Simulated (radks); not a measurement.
The numbers below are computed, except where a source is named.
Q: The mean radii <r> (bohr) of the occupied orbitals of an atom or ion are listed with their occupations. Level of theory: non-relativistic Kohn-Sham, r2SCAN, spin-unpolarised, spherical densities, point nucleus; meta-GGA in the generalised Kohn-Sham scheme (a radial shooting solver on a logarithmic mesh with Libxc functionals).

| orbital | occ. | <r> |
|---|---|---|
| 1s | 2 | 0.1764 |
| 2s | 2 | 1.003 |
| 2p | 5 | 1.097 |

Name the element and its charge.

A: Z = 9, fluorine, charge 0: F in [He] 2s2 2p5. The 1s radius gives Z: for a bare nucleus <r> = 1.5/Z, 0.1667 bohr for Z = 9, and screening makes it slightly larger (0.1764 here). The occupations add up to 9, and the charge is Z minus that.
